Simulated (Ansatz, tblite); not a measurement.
Cost and result up the ladder for In₂As (the lowest doublet isomer of a short search) (3 atoms). Total charge 0; doublet. Geometry: PBE-D4/def2-TZVP.

```tsv
atom	x (Å)	y (Å)	z (Å)
In1	-1.085	-1.391	-1.458
In2	1.324	0.475	1.806
As3	-0.239	0.916	-0.347
```

Ansatz on 4 threads of Arm Neoverse V2 on a shared host; xTB runs through tblite on one thread. Times are rough, summed over both states, and most runs start from the orbitals of an earlier one. PBE0-D4/def2-TZVP serves as the yardstick here, not as an exact answer. The other state is a triplet.

In the def2 sets In takes a core potential; there is no spin–orbit coupling. The xTB rows come from tblite. HOMO above LUMO, or a gap near zero within one spin, warns that the state may not be the lowest or that an electron is smeared out. The structure comes from a short search, and lower isomers may exist.

Raw xTB energies of ions are shifted by several eV, and xTB has no spin-polarisation term.

```
                         level  functions  wall time
                      GFN1-xTB         27    0.006 s
                      GFN2-xTB         27    0.006 s
PBE-D4/def2-TZVP (with forces)        148       18 s
           r2SCAN-D4/def2-TZVP        148       31 s
             PBE0-D4/def2-TZVP        148       31 s
```

Estimate what each level gives for the vertical IE (eV).


| level | vertical IE (eV) | difference from PBE0-D4/def2-TZVP (eV) | remarks |
| --- | --- | --- | --- |
| GFN1-xTB | 9.84 | 3.12 | – |
| GFN2-xTB | 9.76 | 3.04 | – |
| PBE-D4/def2-TZVP (with forces) | 6.74 | 0.02 | gap within one spin near zero (+1 triplet) |
| r2SCAN-D4/def2-TZVP | 6.80 | 0.08 | – |
| PBE0-D4/def2-TZVP | 6.72 | 0.00 | – |
